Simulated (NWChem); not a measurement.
System: CH5NOTi; SMILES [CH3][Ti]([OH])=[NH]

```xyz
9

Ti    -0.0756     0.1085    -0.2233
N     -1.6064     0.1534     0.4043
H     -2.4720     0.2498     0.9321
O      0.9696     1.5132     0.1938
H      0.8502     2.3145     0.7093
C      0.7690    -1.7637     0.2341
H      1.7931    -1.8533    -0.1740
H      0.1587    -2.6067    -0.1333
H      0.8358    -1.8701     1.3309
```
Atoms are numbered in this order, from 1.

The geometry was optimised at PBE0/def2-SVP. No frequency run checked for a minimum.

Give the principal values of the shielding tensors (ppm) of Ti1, N2, O4, C6 from BHandHLYP/pcSseg-1, GIAO (NWChem), with their diamagnetic and paramagnetic parts as GIAO splits them.


```
atom     σ11     σ22    σ33  isotropic  diamagnetic  paramagnetic
----  ------  ------  -----  ---------  -----------  ------------
Ti1   -875.3  -641.6   64.6     -484.1       1606.4       -2090.5
N2    -554.8  -356.9  279.3     -210.8        327.6        -538.5
O4    -361.1   152.8  330.5       40.7        396.9        -356.2
C6     104.9   170.4  182.4      152.6        249.5         -96.9
```
